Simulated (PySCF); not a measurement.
C2H6N, doublet (typed; the unrestricted solution is spin-contaminated), at a GFN2-xTB geometry, with bond 6-2 at 1.6 times its length; HF/6-31G in PySCF.

The PySCF input:
```python
from pyscf import gto, scf

mol = gto.Mole()
mol.atom = '''
    C     1.20091201   -0.35409013   -0.26035158
    N     0.15514093    0.39416532    0.26496238
    C    -1.19676442   -0.02448973   -0.00558254
    H     1.05672953   -0.73061468   -1.25611142
    H     2.18829747   -0.05352778    0.03476338
    H     0.39562427    0.84276220    1.80250635
    H    -1.48256189   -0.93781616    0.53384176
    H    -1.29621216   -0.21507721   -1.07354631
    H    -1.88256807    0.77481933    0.27599336
'''
mol.basis = '6-31g'
mol.spin = 1
mol.verbose = 4
mol.build()

mf = scf.UHF(mol)
mf.diis = False
mf.damp = 0.6
mf.diis_start_cycle = 200
mf.max_cycle = 150
mf.kernel()
```

Problem. Write the output that PySCF gives for this input, abridged.

Solution. 
```
PySCF version 2.14.0

[INPUT] verbose = 4
[INPUT] num. atoms = 9
[INPUT] num. electrons = 25
[INPUT] charge = 0
[INPUT] spin (= nelec alpha-beta = 2S) = 1
[INPUT] symmetry False subgroup None
[INPUT] Mole.unit = angstrom
[INPUT] Symbol           X                Y                Z      unit          X                Y                Z       unit  Magmom
[...]
nuclear repulsion = 75.9303115709377
number of shells = 27
number of NR pGTOs = 90
number of NR cGTOs = 39
basis = 6-31g
ecp = {}

******** <class 'pyscf.scf.uhf.UHF'> ********
method = UHF
initial guess = minao
damping factor = 0.6
level_shift factor = 0
DIIS disabled
SCF conv_tol = 1e-09
SCF conv_tol_grad = None
SCF max_cycles = 150
direct_scf = True
direct_scf_tol = 1e-13
number electrons alpha = 13  beta = 12
Set gradient conv threshold to 3.16228e-05
init E= -133.555661706159

cycle= 1 E= -133.394630078825  delta_E= 0.161  |g|= 0.201  |ddm|= 1.89
cycle= 2 E= -133.417111484432  delta_E= -0.0225  |g|= 0.126  |ddm|= 0.172
cycle= 3 E= -133.426687006649  delta_E= -0.00958  |g|= 0.0922  |ddm|= 0.0937
cycle= 4 E= -133.4324130682  delta_E= -0.00573  |g|= 0.0716  |ddm|= 0.0671
cycle= 5 E= -133.436368337959  delta_E= -0.00396  |g|= 0.0586  |ddm|= 0.0528
cycle= 6 E= -133.439384294853  delta_E= -0.00302  |g|= 0.0504  |ddm|= 0.044
cycle= 7 E= -133.44185131708  delta_E= -0.00247  |g|= 0.0452  |ddm|= 0.038
cycle= 8 E= -133.44396465581  delta_E= -0.00211  |g|= 0.0416  |ddm|= 0.0339
cycle= 9 E= -133.445825948927  delta_E= -0.00186  |g|= 0.039  |ddm|= 0.0308
cycle= 10 E= -133.447490245132  delta_E= -0.00166  |g|= 0.0369  |ddm|= 0.0285
cycle= 11 E= -133.448988923209  delta_E= -0.0015  |g|= 0.0351  |ddm|= 0.0266
cycle= 12 E= -133.450341207359  delta_E= -0.00135  |g|= 0.0334  |ddm|= 0.025
cycle= 13 E= -133.451560095387  delta_E= -0.00122  |g|= 0.0318  |ddm|= 0.0236
cycle= 14 E= -133.452655474249  delta_E= -0.0011  |g|= 0.0302  |ddm|= 0.0223
cycle= 15 E= -133.4536357763  delta_E= -0.00098  |g|= 0.0286  |ddm|= 0.0212
cycle= 16 E= -133.454508849545  delta_E= -0.000873  |g|= 0.027  |ddm|= 0.0201
cycle= 17 E= -133.455282386443  delta_E= -0.000774  |g|= 0.0255  |ddm|= 0.019
cycle= 18 E= -133.45596409614  delta_E= -0.000682  |g|= 0.0239  |ddm|= 0.0179
cycle= 19 E= -133.456561726401  delta_E= -0.000598  |g|= 0.0224  |ddm|= 0.0169
cycle= 20 E= -133.457083001245  delta_E= -0.000521  |g|= 0.0209  |ddm|= 0.016
cycle= 21 E= -133.457535517886  delta_E= -0.000453  |g|= 0.0195  |ddm|= 0.015
cycle= 22 E= -133.457926632233  delta_E= -0.000391  |g|= 0.0181  |ddm|= 0.0141
cycle= 23 E= -133.458263352056  delta_E= -0.000337  |g|= 0.0168  |ddm|= 0.0132
cycle= 24 E= -133.458552249097  delta_E= -0.000289  |g|= 0.0156  |ddm|= 0.0124
cycle= 25 E= -133.458799395448  delta_E= -0.000247  |g|= 0.0144  |ddm|= 0.0116
cycle= 26 E= -133.459010325244  delta_E= -0.000211  |g|= 0.0133  |ddm|= 0.0109
cycle= 27 E= -133.459190019797  delta_E= -0.00018  |g|= 0.0122  |ddm|= 0.0102
cycle= 28 E= -133.459342912625  delta_E= -0.000153  |g|= 0.0113  |ddm|= 0.00951
cycle= 29 E= -133.459472910107  delta_E= -0.00013  |g|= 0.0104  |ddm|= 0.00889
cycle= 30 E= -133.459583423419  delta_E= -0.000111  |g|= 0.00957  |ddm|= 0.00832
cycle= 31 E= -133.459677407774  delta_E= -9.4e-05  |g|= 0.00881  |ddm|= 0.00779
cycle= 32 E= -133.459757405614  delta_E= -8e-05  |g|= 0.00811  |ddm|= 0.00729
cycle= 33 E= -133.459825591027  delta_E= -6.82e-05  |g|= 0.00747  |ddm|= 0.00684
cycle= 34 E= -133.459883813423  delta_E= -5.82e-05  |g|= 0.00689  |ddm|= 0.00641
cycle= 35 E= -133.459933639017  delta_E= -4.98e-05  |g|= 0.00636  |ddm|= 0.00602
cycle= 36 E= -133.459976389251  delta_E= -4.28e-05  |g|= 0.00587  |ddm|= 0.00566
cycle= 37 E= -133.460013175639  delta_E= -3.68e-05  |g|= 0.00543  |ddm|= 0.00533
cycle= 38 E= -133.460044930853  delta_E= -3.18e-05  |g|= 0.00503  |ddm|= 0.00502
cycle= 39 E= -133.460072436078  delta_E= -2.75e-05  |g|= 0.00467  |ddm|= 0.00474
cycle= 40 E= -133.460096344789  delta_E= -2.39e-05  |g|= 0.00434  |ddm|= 0.00448
cycle= 41 E= -133.460117203254  delta_E= -2.09e-05  |g|= 0.00404  |ddm|= 0.00424
cycle= 42 E= -133.460135468033  delta_E= -1.83e-05  |g|= 0.00377  |ddm|= 0.00401
cycle= 43 E= -133.460151520837  delta_E= -1.61e-05  |g|= 0.00352  |ddm|= 0.0038
cycle= 44 E= -133.460165681053  delta_E= -1.42e-05  |g|= 0.0033  |ddm|= 0.00361
cycle= 45 E= -133.460178216262  delta_E= -1.25e-05  |g|= 0.00309  |ddm|= 0.00343
cycle= 46 E= -133.460189351027  delta_E= -1.11e-05  |g|= 0.00291  |ddm|= 0.00326
cycle= 47 E= -133.46019927421  delta_E= -9.92e-06  |g|= 0.00274  |ddm|= 0.0031
cycle= 48 E= -133.460208145049  delta_E= -8.87e-06  |g|= 0.00258  |ddm|= 0.00295
cycle= 49 E= -133.460216098196  delta_E= -7.95e-06  |g|= 0.00244  |ddm|= 0.00281
cycle= 50 E= -133.460223247879  delta_E= -7.15e-06  |g|= 0.00231  |ddm|= 0.00268
cycle= 51 E= -133.46022969134  delta_E= -6.44e-06  |g|= 0.00219  |ddm|= 0.00256
cycle= 52 E= -133.46023551167  delta_E= -5.82e-06  |g|= 0.00207  |ddm|= 0.00244
cycle= 53 E= -133.460240780153  delta_E= -5.27e-06  |g|= 0.00197  |ddm|= 0.00233
cycle= 54 E= -133.460245558192  delta_E= -4.78e-06  |g|= 0.00187  |ddm|= 0.00223
cycle= 55 E= -133.460249898901  delta_E= -4.34e-06  |g|= 0.00178  |ddm|= 0.00213
cycle= 56 E= -133.460253848415  delta_E= -3.95e-06  |g|= 0.0017  |ddm|= 0.00204
cycle= 57 E= -133.460257446984  delta_E= -3.6e-06  |g|= 0.00162  |ddm|= 0.00195
cycle= 58 E= -133.460260729864  delta_E= -3.28e-06  |g|= 0.00155  |ddm|= 0.00187
cycle= 59 E= -133.460263728061  delta_E= -3e-06  |g|= 0.00148  |ddm|= 0.00179
cycle= 60 E= -133.460266468957  delta_E= -2.74e-06  |g|= 0.00141  |ddm|= 0.00171
cycle= 61 E= -133.460268976818  delta_E= -2.51e-06  |g|= 0.00135  |ddm|= 0.00164
cycle= 62 E= -133.460271273227  delta_E= -2.3e-06  |g|= 0.00129  |ddm|= 0.00157
cycle= 63 E= -133.460273377448  delta_E= -2.1e-06  |g|= 0.00123  |ddm|= 0.00151
cycle= 64 E= -133.460275306724  delta_E= -1.93e-06  |g|= 0.00118  |ddm|= 0.00144
cycle= 65 E= -133.460277076538  delta_E= -1.77e-06  |g|= 0.00113  |ddm|= 0.00138
[...]
cycle= 81 E= -133.460291949428  delta_E= -4.62e-07  |g|= 0.000578  |ddm|= 0.000708
cycle= 82 E= -133.460292374594  delta_E= -4.25e-07  |g|= 0.000554  |ddm|= 0.000679
cycle= 83 E= -133.460292765964  delta_E= -3.91e-07  |g|= 0.000532  |ddm|= 0.000652
cycle= 84 E= -133.460293126241  delta_E= -3.6e-07  |g|= 0.00051  |ddm|= 0.000625
cycle= 85 E= -133.460293457908  delta_E= -3.32e-07  |g|= 0.000489  |ddm|= 0.0006
cycle= 86 E= -133.460293763246  delta_E= -3.05e-07  |g|= 0.00047  |ddm|= 0.000576
cycle= 87 E= -133.460294044356  delta_E= -2.81e-07  |g|= 0.000451  |ddm|= 0.000552
cycle= 88 E= -133.460294303165  delta_E= -2.59e-07  |g|= 0.000432  |ddm|= 0.00053
cycle= 89 E= -133.460294541449  delta_E= -2.38e-07  |g|= 0.000415  |ddm|= 0.000509
cycle= 90 E= -133.460294760841  delta_E= -2.19e-07  |g|= 0.000398  |ddm|= 0.000488
cycle= 91 E= -133.460294962841  delta_E= -2.02e-07  |g|= 0.000382  |ddm|= 0.000468
cycle= 92 E= -133.460295148831  delta_E= -1.86e-07  |g|= 0.000367  |ddm|= 0.000449
cycle= 93 E= -133.460295320083  delta_E= -1.71e-07  |g|= 0.000352  |ddm|= 0.000431
cycle= 94 E= -133.460295477767  delta_E= -1.58e-07  |g|= 0.000337  |ddm|= 0.000414
cycle= 95 E= -133.460295622958  delta_E= -1.45e-07  |g|= 0.000324  |ddm|= 0.000397
cycle= 96 E= -133.460295756649  delta_E= -1.34e-07  |g|= 0.000311  |ddm|= 0.000381
cycle= 97 E= -133.460295879752  delta_E= -1.23e-07  |g|= 0.000298  |ddm|= 0.000366
cycle= 98 E= -133.460295993105  delta_E= -1.13e-07  |g|= 0.000286  |ddm|= 0.000351
cycle= 99 E= -133.460296097482  delta_E= -1.04e-07  |g|= 0.000275  |ddm|= 0.000337
cycle= 100 E= -133.460296193593  delta_E= -9.61e-08  |g|= 0.000263  |ddm|= 0.000323
cycle= 101 E= -133.460296282095  delta_E= -8.85e-08  |g|= 0.000253  |ddm|= 0.00031
cycle= 102 E= -133.46029636359  delta_E= -8.15e-08  |g|= 0.000243  |ddm|= 0.000297
cycle= 103 E= -133.460296438634  delta_E= -7.5e-08  |g|= 0.000233  |ddm|= 0.000285
cycle= 104 E= -133.460296507736  delta_E= -6.91e-08  |g|= 0.000223  |ddm|= 0.000274
cycle= 105 E= -133.460296571368  delta_E= -6.36e-08  |g|= 0.000214  |ddm|= 0.000263
cycle= 106 E= -133.460296629963  delta_E= -5.86e-08  |g|= 0.000206  |ddm|= 0.000252
cycle= 107 E= -133.460296683919  delta_E= -5.4e-08  |g|= 0.000197  |ddm|= 0.000242
cycle= 108 E= -133.460296733606  delta_E= -4.97e-08  |g|= 0.000189  |ddm|= 0.000232
cycle= 109 E= -133.460296779359  delta_E= -4.58e-08  |g|= 0.000182  |ddm|= 0.000223
cycle= 110 E= -133.460296821491  delta_E= -4.21e-08  |g|= 0.000174  |ddm|= 0.000214
cycle= 111 E= -133.460296860288  delta_E= -3.88e-08  |g|= 0.000167  |ddm|= 0.000205
cycle= 112 E= -133.460296896015  delta_E= -3.57e-08  |g|= 0.000161  |ddm|= 0.000197
cycle= 113 E= -133.460296928914  delta_E= -3.29e-08  |g|= 0.000154  |ddm|= 0.000189
cycle= 114 E= -133.46029695921  delta_E= -3.03e-08  |g|= 0.000148  |ddm|= 0.000181
cycle= 115 E= -133.460296987108  delta_E= -2.79e-08  |g|= 0.000142  |ddm|= 0.000174
cycle= 116 E= -133.460297012798  delta_E= -2.57e-08  |g|= 0.000136  |ddm|= 0.000167
cycle= 117 E= -133.460297036455  delta_E= -2.37e-08  |g|= 0.000131  |ddm|= 0.00016
cycle= 118 E= -133.46029705824  delta_E= -2.18e-08  |g|= 0.000125  |ddm|= 0.000154
cycle= 119 E= -133.460297078301  delta_E= -2.01e-08  |g|= 0.00012  |ddm|= 0.000148
cycle= 120 E= -133.460297096774  delta_E= -1.85e-08  |g|= 0.000116  |ddm|= 0.000142
cycle= 121 E= -133.460297113786  delta_E= -1.7e-08  |g|= 0.000111  |ddm|= 0.000136
cycle= 122 E= -133.460297129451  delta_E= -1.57e-08  |g|= 0.000106  |ddm|= 0.00013
cycle= 123 E= -133.460297143877  delta_E= -1.44e-08  |g|= 0.000102  |ddm|= 0.000125
cycle= 124 E= -133.460297157161  delta_E= -1.33e-08  |g|= 9.8e-05  |ddm|= 0.00012
cycle= 125 E= -133.460297169394  delta_E= -1.22e-08  |g|= 9.4e-05  |ddm|= 0.000115
cycle= 126 E= -133.46029718066  delta_E= -1.13e-08  |g|= 9.02e-05  |ddm|= 0.000111
cycle= 127 E= -133.460297191033  delta_E= -1.04e-08  |g|= 8.66e-05  |ddm|= 0.000106
cycle= 128 E= -133.460297200586  delta_E= -9.55e-09  |g|= 8.31e-05  |ddm|= 0.000102
cycle= 129 E= -133.460297209383  delta_E= -8.8e-09  |g|= 7.97e-05  |ddm|= 9.77e-05
cycle= 130 E= -133.460297217484  delta_E= -8.1e-09  |g|= 7.65e-05  |ddm|= 9.38e-05
cycle= 131 E= -133.460297224943  delta_E= -7.46e-09  |g|= 7.34e-05  |ddm|= 9e-05
cycle= 132 E= -133.460297231813  delta_E= -6.87e-09  |g|= 7.04e-05  |ddm|= 8.63e-05
cycle= 133 E= -133.460297238139  delta_E= -6.33e-09  |g|= 6.76e-05  |ddm|= 8.29e-05
cycle= 134 E= -133.460297243965  delta_E= -5.83e-09  |g|= 6.49e-05  |ddm|= 7.95e-05
cycle= 135 E= -133.460297249329  delta_E= -5.36e-09  |g|= 6.23e-05  |ddm|= 7.63e-05
cycle= 136 E= -133.460297254269  delta_E= -4.94e-09  |g|= 5.97e-05  |ddm|= 7.32e-05
cycle= 137 E= -133.460297258819  delta_E= -4.55e-09  |g|= 5.73e-05  |ddm|= 7.03e-05
cycle= 138 E= -133.460297263008  delta_E= -4.19e-09  |g|= 5.5e-05  |ddm|= 6.74e-05
cycle= 139 E= -133.460297266866  delta_E= -3.86e-09  |g|= 5.28e-05  |ddm|= 6.47e-05
cycle= 140 E= -133.460297270418  delta_E= -3.55e-09  |g|= 5.07e-05  |ddm|= 6.21e-05
cycle= 141 E= -133.46029727369  delta_E= -3.27e-09  |g|= 4.86e-05  |ddm|= 5.96e-05
cycle= 142 E= -133.460297276702  delta_E= -3.01e-09  |g|= 4.67e-05  |ddm|= 5.72e-05
cycle= 143 E= -133.460297279476  delta_E= -2.77e-09  |g|= 4.48e-05  |ddm|= 5.49e-05
cycle= 144 E= -133.460297282031  delta_E= -2.55e-09  |g|= 4.3e-05  |ddm|= 5.27e-05
cycle= 145 E= -133.460297284384  delta_E= -2.35e-09  |g|= 4.12e-05  |ddm|= 5.05e-05
cycle= 146 E= -133.46029728655  delta_E= -2.17e-09  |g|= 3.96e-05  |ddm|= 4.85e-05
cycle= 147 E= -133.460297288545  delta_E= -2e-09  |g|= 3.8e-05  |ddm|= 4.65e-05
cycle= 148 E= -133.460297290382  delta_E= -1.84e-09  |g|= 3.64e-05  |ddm|= 4.46e-05
cycle= 149 E= -133.460297292074  delta_E= -1.69e-09  |g|= 3.5e-05  |ddm|= 4.28e-05
cycle= 150 E= -133.460297293632  delta_E= -1.56e-09  |g|= 3.36e-05  |ddm|= 4.11e-05
SCF not converged.
SCF energy = -133.460297293632 after 150 cycles  <S^2> = 1.2143557  2S+1 = 2.4202113
```

Convergence was not reached.
